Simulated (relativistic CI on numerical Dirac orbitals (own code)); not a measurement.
# One change at a time: Ce LI

Base calculation: Dirac-Coulomb-Breit CI, KLI orbitals optimised for each configuration, model QED, unscaled Slater integrals.

Configuration list (outside the closed core 1s2): 2s2 2p4, 2s 2p5, 2p6, 2p5 3s, 2p5 3p, 2p5 3d, 2s2 2p3 3s, 2s2 2p3 3p, 2s2 2p3 3d, 2s 2p4 3s, 2s 2p4 3p, 2s 2p4 3d, 2s2 2p3 4s, 2s2 2p3 4p, 2s2 2p3 4d, 2s2 2p3 4f, 2s 2p4 4s, 2s 2p4 4p, 2s2 2p2 3s2, 2s 2p4 4d, 2s 2p4 4f, 2s2 2p2 3s 3p, 2s2 2p3 5s, 2s2 2p3 5p, 2s2 2p2 3s 3d, 2s2 2p3 5d, 2s2 2p2 3p2, 2s2 2p3 5f, 2s2 2p3 5g, 2s2 2p2 3p 3d, 2s 2p3 3s2, 2s2 2p2 3d2, 2s 2p3 3s 3p, 2s 2p3 3s 3d, 2s 2p3 3p2, 2s 2p4 5s. Levels of other configurations are missing.

The lowest level and the first level of each name with at least 55 % of one term (blank where a level has no safe partner in the second run):

```csv
Level,Base (eV),Shift (eV)
2s2 2p4 3P_2,0.00,0.00
2s2 2p4 1S_0,42.40,-3.53
2s2 2p4 3P_1,461.28,+0.96
2s2 2p4 1D_2,478.80,-1.19
2s 2p5 3P°_2,748.78,+1.74
2s 2p5 1P°_1,808.58,-3.68
2s2 2p4 3P_0,955.59,-1.14
2s 2p5 3P°_0,1218.75,+1.78
2s 2p5 3P°_1,1252.20,-2.15
2p6 1S_0,1590.91,-1.68
2s2 2p3 3p 3P_0,5449.67,-3.72
2s2 2p3 3d 3P°_0,5510.17,-0.31
2s2 2p3 3s 3D°_3,5661.75,-0.23
2s2 2p3 3s 1D°_2,5667.75,-0.73
```

At this charge energies of transitions that change n are usually good to better than 1 %, and those within a shell (Δn = 0) to a few per cent.

(1) One thing was changed in a second run, which moved the levels as shown. Which?
A. Breit term removed
B. valence Slater integrals scaled by 0.9
C. QED terms removed
D. configuration mixing switched off
E. non-relativistic limit

## Answers

(1) B. Valence Slater integrals scaled by 0.9. Scaling acts on the splittings between terms and on the mixing, and leaves the fine structure of pure LS terms nearly alone; in jj coupling it moves the levels of one term differently.

LS names give the leading component of a level, which can be under half, so a name can repeat, a term be missing and a line seem to break the LS rules.
